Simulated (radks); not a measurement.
The vanadium ion V+, 22 electrons, occupied as [Ar] 3d1.5 4s0.5 4p2 (fractional occupations, a model configuration). All-electron calculation, scalar-relativistic Kohn-Sham, PBE, spin-polarised, spherical densities, point nucleus; open shells are filled with parallel spins first. Program: a radial shooting solver on a logarithmic mesh with Libxc functionals.

Normalised radial functions P(r) = r R(r), r in bohr:

r	3p down
0.004273	0.0026
0.004895	0.0034
0.005608	0.0044
0.006374	0.0056
0.007303	0.0072
0.008367	0.0093
0.009585	0.0120
0.01098	0.0154
0.01248	0.0195
0.0143	0.0250
0.01638	0.0319
0.01877	0.0406
0.02133	0.0508
0.02444	0.0641
0.028	0.0806
0.03208	0.1008
0.03675	0.1252
0.04177	0.1524
0.04786	0.1864
0.05483	0.2257
0.06282	0.2702
0.07197	0.3192
0.0818	0.3684
0.09371	0.4218
0.1074	0.4732
0.123	0.5180
0.1409	0.5508
0.1602	0.5644
0.1835	0.5538
0.2102	0.5101
0.2409	0.4275
0.276	0.3027
0.3136	0.1474
0.3593	-0.0524
0.4117	-0.2765
0.4717	-0.5077
0.5404	-0.7254
0.6142	-0.8982
0.7036	-1.0277
0.8061	-1.0864
0.9236	-1.0694
1.058	-0.9831
1.203	-0.8537
1.378	-0.6869
1.579	-0.5144
1.808	-0.3573
2.055	-0.2357
2.355	-0.1390
2.698	-0.0739
3.091	-0.0348
3.541	-0.0143
4.025	-0.0054
4.611	-0.0016
5.283	-0.0004
6.053	-0.0001
6.934	0.0000
7.881	0.0000
9.029	0.0000
10.34	0.0000

3p down: eigenvalue -61.390 eV, 1 radial node at r = 0.347 bohr, <r> = 0.989 bohr, 90 % of the charge inside 1.51 bohr.
